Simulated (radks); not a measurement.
The numbers below are computed, except where a source is named.
V4+, configuration [Ar] 4p1 (not the ground configuration).

Code: a radial shooting solver on a logarithmic mesh with Libxc functionals. Model: scalar-relativistic Kohn-Sham, BLYP, spin-polarised, spherical densities, point nucleus; open shells are filled with parallel spins first.

Energy parts (hartree):
| part | energy |
|---|---|
| total | -944.81257 |
| kinetic | 953.77346 |
| electron-nucleus | -2203.40702 |
| Hartree | 348.26948 |
| exchange-correlation | -43.44850 |

Orbitals (lengths in bohr, moments of r in powers of bohr; r(max) is where P^2 peaks):
1s up: occ. 1; eigenvalue (hartree) -199.6690; <r^2> 0.005938; <1/r> 22.84; r(max) 0.04349
1s down: occ. 1; eigenvalue (hartree) -199.6660; <r^2> 0.005938; <1/r> 22.84; r(max) 0.04349
2s up: occ. 1; eigenvalue (hartree) -24.69574; <r^2> 0.1123; <1/r> 4.797; r(max) 0.2557
2s down: occ. 1; eigenvalue (hartree) -24.69326; <r^2> 0.1123; <1/r> 4.797; r(max) 0.2557
2p up: occ. 3; eigenvalue (hartree) -21.03978; <r^2> 0.09254; <1/r> 4.700; r(max) 0.2081
2p down: occ. 3; eigenvalue (hartree) -21.03630; <r^2> 0.09253; <1/r> 4.700; r(max) 0.2081
3s up: occ. 1; eigenvalue (hartree) -4.86333; <r^2> 0.9468; <1/r> 1.555; r(max) 0.8030
3s down: occ. 1; eigenvalue (hartree) -4.85651; <r^2> 0.9464; <1/r> 1.554; r(max) 0.8033
3p up: occ. 3; eigenvalue (hartree) -3.86788; <r^2> 1.047; <1/r> 1.445; r(max) 0.8182
3p down: occ. 3; eigenvalue (hartree) -3.86073; <r^2> 1.045; <1/r> 1.445; r(max) 0.8186
3d up: occ. 0; eigenvalue (hartree) -2.34231; <r^2> 1.275; <1/r> 1.216; r(max) 0.7881
3d down: occ. 0; eigenvalue (hartree) -2.33383; <r^2> 1.263; <1/r> 1.219; r(max) 0.7885
4s up: occ. 0; eigenvalue (hartree) -1.59279; <r^2> 5.576; <1/r> 0.6055; r(max) 2.081
4s down: occ. 0; eigenvalue (hartree) -1.55264; <r^2> 5.491; <1/r> 0.6137; r(max) 2.055
4p up: occ. 1; eigenvalue (hartree) -1.32807; <r^2> 6.699; <1/r> 0.5510; r(max) 2.274

The highest occupied level is 4p up at -36.139 eV. The configuration is held as typed, so some empty levels lie below it. The density falls to 0.001 e/bohr^3 at r = 3.57 bohr. Summed over all electrons, <r^2> = 15.66 bohr^2, which gives a Langevin (diamagnetic) susceptibility term of -12.4 x 10^-6 cm^3/mol.
